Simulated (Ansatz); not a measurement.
Cost and result for the atomization energy of CH$_{6}$F$_{2}$SiSn, SMILES `[CH3][SnH]([F])[SiH2]F` (11 atoms, 10 bonds).

Z-matrix (Å, degrees):
```
C
Sn 1 2.129
H 1 1.090 2 108.8
H 1 1.091 2 110.3 3 -120.0
H 1 1.089 2 109.5 3 119.7
F 2 1.938 1 103.8 3 -53.9
Si 2 2.580 1 116.5 3 -167.6
H 2 1.713 1 112.8 3 57.4
F 7 1.606 2 108.4 1 26.9
H 7 1.483 2 111.4 1 146.1
H 7 1.486 2 111.2 1 -91.2
```

Total charge 0; spin multiplicity 1. Correlated methods include outer-core shells of Sn, which these sets cover unevenly. Sn takes the def2 core potential. Geometry: relaxed with PBE0-D4/def2-TZVP. It is one conformer, not always the lowest. Program: Ansatz. Hardware: A = 2 threads of an AMD EPYC 7R13 on a shared host; B = 2 threads of an AMD EPYC 7R13 on a shared host and a share of an NVIDIA H100 80 GB. Times are those of one run each, without the atoms' runs, and a repeat can differ threefold. Electronic energies, without spin–orbit coupling; frozen cores. CCSD(T)/CBS adds CCSD(T) − MP2 in def2-TZVPP to the MP2 limit, and its time is that of the two runs behind it. T1 = 0.013. With those shells the extrapolation isn't a true limit. B3LYP takes the VWN-RPA correlation (the form of Gaussian; ORCA's B3LYP/G).

CCSD(T)/CBS is a level of theory with its own doubt, some kJ/mol a heavy atom from the limit and from the frozen cores, so smaller differences don't rank the functionals.

| level | functions | wall time | atomization (kJ/mol) | difference from CCSD(T)/CBS | per bond |
| --- | --- | --- | --- | --- | --- |
| MP2/def2-QZVPP [B] | 503 | 3.1 s | 3674.3 | -9.8 | -1.0 |
| CCSD(T)/def2-TZVPP [B] | 269 | 3.6 s | 3574.2 | -109.9 | -11.0 |
| PBE-D4/def2-TZVPP (with forces) [A] | 269 | 4.4 s | 3670.5 | -13.6 | -1.4 |
| PBE0-D4/def2-TZVPP [A] | 269 | 6 s | 3612.9 | -71.2 | -7.1 |
| CCSD(T)/CBS(def2) | – | 6.7 s | 3684.1 | 0.0 | 0.0 |
| r2SCAN-D4/def2-TZVPP (with forces) [A] | 269 | 7.5 s | 3652.4 | -31.7 | -3.2 |
| B3LYP-D4/def2-TZVPP (with forces) [A] | 269 | 8.5 s | 3635.5 | -48.6 | -4.9 |
| B2PLYP/def2-TZVPP [A] | 269 | 10 s | 3602.9 | -81.2 | -8.1 |
| ωB97X-V/def2-TZVPP [A] | 269 | 13 s | 3677.9 | -6.2 | -0.6 |
| ωB97M-V/def2-TZVPP (with forces) [A] | 269 | 18 s | 3650.4 | -33.7 | -3.4 |

The D4 term adds +35.4 kJ/mol with B3LYP and +18.8 kJ/mol with PBE0; it sums over pairs of atoms, weighted by their polarisabilities, and B3LYP, whose exchange is more repulsive, gets the larger term. From PBE to PBE0 (25 % exact exchange), in def2-TZVPP and without D4, the atomization energy moves by −54.5 kJ/mol: exact exchange takes away binding that semilocal exchange gives to molecules. In def2-TZVPP, CCSD(T) changes the Hartree–Fock value by +877.6 kJ/mol (the triples alone add +47.8 kJ/mol) and MP2 by +910.6 kJ/mol; breaking electron pairs costs correlation energy, which Hartree–Fock lacks.

Spin–orbit coupling would lower the free Sn atoms strongly, and the atomization energy with them, by more than many differences here. For some Ge, Se and Sn compounds the MP2-based and the directly extrapolated limit differ by 10 to 25 kJ/mol.
